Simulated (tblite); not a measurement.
Species: C4H13FOSi2.
Cartesian coordinates in Å at the GFN2-xTB level; atoms count from 1:
```
atom  x, y, z in Å
C1    -2.6799   -1.0266    0.4880
O2    -1.4092   -0.4643    0.3029
C3    -1.1966    0.0407   -1.0037
Si4    0.5668    0.7964   -0.9665
Si5    0.7072    2.3457    0.7530
C6     1.7477   -0.7058   -0.7690
C7     1.7988   -1.2103    0.6612
F8     2.3618   -0.2553    1.4838
H9    -2.7315   -1.3663    1.5214
H10   -2.8378   -1.8781   -0.1874
H11   -3.4704   -0.2872    0.3070
H12   -1.9568    0.7966   -1.2436
H13   -1.3102   -0.7670   -1.7403
H14    0.8039    1.2811   -2.3448
H15    2.0786    2.8219    0.9433
H16    0.2120    1.8503    2.0363
H17   -0.1000    3.5305    0.4195
H18    1.4274   -1.5353   -1.4000
H19    2.7591   -0.4398   -1.0782
H20    2.4238   -2.1053    0.7641
H21    0.7965   -1.4050    1.0524
```

Computed values, GFN2-xTB/tblite, gas phase, harmonic and unscaled. Errors from tens to a few hundred cm⁻¹ against measured bands are possible. Modes of hydrogen on silicon can be 10 to 20 % off. One conformer, not necessarily the lowest.

Harmonic wavenumbers (cm⁻¹): 38.1, 39.5, 76.3, 84.8, 86.0, 92.8, 132.0, 170.5, 195.1, 230.2, 289.7, 365.0, 422.4, 448.1, 460.2, 473.8, 594.3, 645.3, 673.8, 739.4, 766.4, 777.5, 800.9, 810.6, 814.5, 957.9, 968.7, 975.8, 1078.9, 1100.2, 1135.8, 1156.3, 1161.7, 1199.1, 1207.9, 1287.6, 1292.9, 1334.4, 1408.8, 1453.5, 1464.8, 1470.4, 1492.4, 1500.6, 2107.4, 2183.4, 2250.7, 2269.9, 2845.3, 2882.1, 2888.6, 2915.0, 2924.7, 2966.7, 2985.9, 2995.0, 3018.8.

A = 1424, B = 969.5, C = 804.2 MHz; mass 152.049 u (most abundant isotopes); point group C1, symmetry number 1.

Question: What is the zero-point energy?

Answer: ½Σν̃ = 34554 cm⁻¹ = 413.36 kJ/mol.

Question: Entropy at 350 K, 1 bar (ideal gas, RRHO, classical rotation)?

Answer: Translation 174.85, rotation 127.73, vibration 212.99: S = 515.6 J/(mol K).

Question: And Cp and H(350 K) − H(0)?

Answer: Cp = 218.51 J/(mol K), of which vibrations give 185.25 (their classical limit is 57 R = 473.9); H(350 K) − H(0) = 47.52 kJ/mol without the zero-point energy, 35.88 from vibrations.

Question: What must be added to the electronic energy to get the Gibbs energy at 350 K and 1 bar?

Answer: ZPE + [H(350 K) − H(0)] − T·S = 413.36 + 47.52 − 180.45 = 280.43 kJ/mol.

Question: How do the functions run with temperature in this model?

Answer: 
| T (K) | S (J/(mol K)) | Cp (J/(mol K)) | H − H(0) (kJ/mol) | G − H(0) (kJ/mol) | ln q(vib) |
| --- | --- | --- | --- | --- | --- |
| 50 | 265.9 | 74.9 | 2.57 | -10.73 | 1.20 |
| 100 | 327.6 | 104.3 | 7.10 | -25.66 | 3.48 |
| 298.15 | 482.4 | 195.4 | 36.78 | -107.05 | 11.43 |
| 373.15 | 529.9 | 228.4 | 52.69 | -145.03 | 14.10 |
| 500 | 603.6 | 276.4 | 84.82 | -217.00 | 18.38 |
| 750 | 729.6 | 344.6 | 163.06 | -384.14 | 26.16 |
| 1000 | 835.4 | 389.7 | 255.23 | -580.13 | 33.18 |

q(vib) and H(0) count from the zero-point level.

Hindered rotation and anharmonicity are outside this model. Other conformers, if any are populated, would add a mixing term that is left out. The structure is chiral; the term R ln 2 for an equal mix with its mirror image is left out.
